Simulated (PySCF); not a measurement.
**Electron correlation in Fe+ (iron, charge +1)**

Starting occupation: [Ar] 3d5 4s1 4p1, 3d5/2 with m_j = -3/2, -1/2, +1/2, +3/2, +5/2, 4s1/2 with m_j = +1/2, 4p3/2 with m_j = +3/2. Calculation: PySCF 2.14, in x2c-SVPall-2c with one added diffuse shell each of s, d type (6s5p4d1f, 48 functions); X2C-1e with screened-nucleus spin-orbit coupling, Gaussian nucleus. Frozen: [Ne]; 15 electrons correlated; the 6 highest virtual spinors left out.

MP2 pair energies summed by pair of shells (mhartree):

```
 pair  energy  share (%)
3d-3p  -89.47       41.0
3p-3p  -57.40       26.3
3d-3d  -37.45       17.2
3p-3s   -9.70        4.4
3d-3s   -4.88        2.2
3p-4s   -4.28        2.0
3p-4p   -3.91        1.8
3d-4p   -3.45        1.6
3d-4s   -3.19        1.5
4p-4s   -2.26        1.0
3s-3s   -1.71        0.8
3s-4s   -0.43        0.2
3s-4p   -0.14        0.1
```

Total MP2 correlation energy: -218.28 mhartree.

The GHF reference relaxed away from the jj start to a determinant that is no pure jj level (⟨S²⟩ = 15.75, ⟨J²⟩ = 24.76); the energies belong to that determinant.

This basis was not built for core-valence correlation, so the inner-shell part is incomplete.
